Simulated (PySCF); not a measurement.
CsBr, SMILES [Cs][Br].

Coordinates come from a B3LYP-D3(BJ)/def2-TZVPD optimisation. The def2 effective core potentials stand for the cores of Cs; spin–orbit coupling is left out.

Level of theory: r2SCAN/def2-TZVPD (PySCF).

Isolated molecule, no solvent.

```json
{
  "total_energy": "-2594.39621 hartree",
  "point_group": "C∞v",
  "highest_occupied_level": "-4.76 eV",
  "lowest_empty_level": "-1.00 eV",
  "orbital_gap": "3.77 eV",
  "dipole_moment": "11.19 D",
  "quadrupole, principal values (traceless, Buckingham form, about the centre of nuclear charge)": "-6.84, 3.42, 3.42 D·Å",
  "mean_static_polarisability": "60.6 bohr³ (8.99 Å³)",
  "polarisability_principal_values": "50.5, 50.5, 81.0 bohr³"
}
```
